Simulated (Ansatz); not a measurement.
In9P10H28⁺, a nanocrystal cut from zinc blende InP (hydrogen-capped) was relaxed with PBE-D4 (def2-SVP) in Ansatz in these states: charge +1 singlet, charge +2 doublet. The geometries follow in no particular order.

In the def2 sets In takes a core potential; there is no spin–orbit coupling. Single mean-field runs in def2-SVP are fitted with def2-universal-jkfit.

A:

```xyz
47

P     3.3535    1.0651   -2.6155
P     2.8682   -3.0204   -1.2324
P     1.4315    4.0559   -0.6141
P     0.9344    0.1257    0.6600
P    -0.8806    3.1165    2.8919
P    -2.2379    1.9421   -1.0418
P    -1.4094   -0.7004    4.0858
P    -0.3749   -0.8161   -3.0363
P    -2.5437   -1.7687    0.1941
P     0.6860   -3.8678    1.9100
In    3.3391    3.7988   -2.5417
In    1.7552   -0.7166   -1.6445
In    1.7887   -5.2605   -0.1532
In   -1.3005    1.6793   -3.5238
In   -0.2638    2.4244    0.4702
In   -0.5654   -1.6093    1.8241
In   -2.1598    1.8068    4.8992
In   -4.0675    0.5444    0.2154
In   -1.9227   -2.6946   -2.2573
H     3.4401    0.6484   -3.9828
H     4.6408    0.5922   -2.2023
H     4.1055   -2.6992   -0.5890
H     3.4101   -3.3595   -2.5129
H     2.0247    4.7003    0.5195
H     0.5710    5.1333   -1.0008
H     2.0940    0.2822    1.4871
H     0.3326    3.6880    3.3956
H    -1.5832    4.3470    2.6799
H    -2.8318    3.2495   -1.0652
H    -0.4569   -1.2418    5.0084
H    -2.4752   -1.6126    4.3735
H     0.1040   -1.2998   -4.2992
H    -3.3156   -2.8445    0.7491
H     1.6263   -3.7109    2.9779
H    -0.2345   -4.7217    2.5975
H     4.7762    4.1094   -1.6539
H     2.4933    4.2007   -3.9764
H     3.1105   -6.0712    0.5844
H     0.4380   -5.5579   -1.1789
H     0.1917    2.5713   -3.4641
H    -2.6133    1.5094   -4.6183
H    -3.8041    1.8669    4.4152
H    -1.1119    2.0421    6.2383
H    -3.7331    0.7225    1.9224
H    -5.4355    0.2417   -0.7756
H    -1.0396   -3.5150   -0.8875
H    -3.1544   -3.3753   -3.2318
```

B:

```xyz
47

P    -2.588    1.507   -3.105
P    -4.240    0.409    0.680
P     1.106    0.198   -4.165
P    -0.437   -0.874   -0.446
P     3.343   -2.280   -1.498
P     2.618    1.805   -0.517
P     1.775   -3.326    2.099
P    -0.905    3.054    0.493
P     1.117    0.805    2.911
P    -2.118   -1.955    3.212
In   -1.075    1.274   -5.318
In   -2.080    1.109   -0.587
In   -4.651   -1.121    2.855
In    0.955    3.722   -1.269
In    1.737   -0.244   -1.682
In    0.112   -1.328    2.032
In    3.757   -4.091    0.448
In    3.516    0.871    1.792
In   -0.950    2.451    3.070
H    -3.115    2.840   -3.093
H    -3.827    0.828   -3.343
H    -5.141   -0.029   -0.344
H    -4.858    1.676    0.933
H     1.406   -1.027   -4.844
H     2.239    0.942   -4.629
H    -1.021   -2.039   -1.040
H     3.183   -2.986   -2.734
H     4.611   -1.684   -1.795
H     3.791    1.988   -1.326
H     0.960   -4.472    2.375
H     2.345   -3.193    3.406
H    -1.951    4.023    0.319
H     1.345    0.360    4.258
H    -2.124   -3.387    3.249
H    -1.794   -1.740    4.590
H    -1.785   -0.071   -6.136
H    -0.609    2.887   -5.688
H    -5.433   -2.518    2.206
H    -4.914    0.006    4.127
H     0.297    3.080   -2.769
H     1.609    5.277   -0.914
H     5.193   -3.559    1.230
H     3.145   -5.551   -0.243
H     3.802   -0.826    1.424
H     4.529    2.026    2.574
H    -2.308    1.336    3.169
H    -0.570    3.828    4.036
```

**Question.** Judge from the bond lengths which geometry belongs to which state (an estimate).

**Answer.** A is the charge +2 doublet (P9–In18 2.770 Å, P8–In19 2.556 Å, In19–H46 1.825 Å); B is the charge +1 singlet (P9–In18 2.647 Å, P8–In19 2.647 Å, In19–H46 1.760 Å).
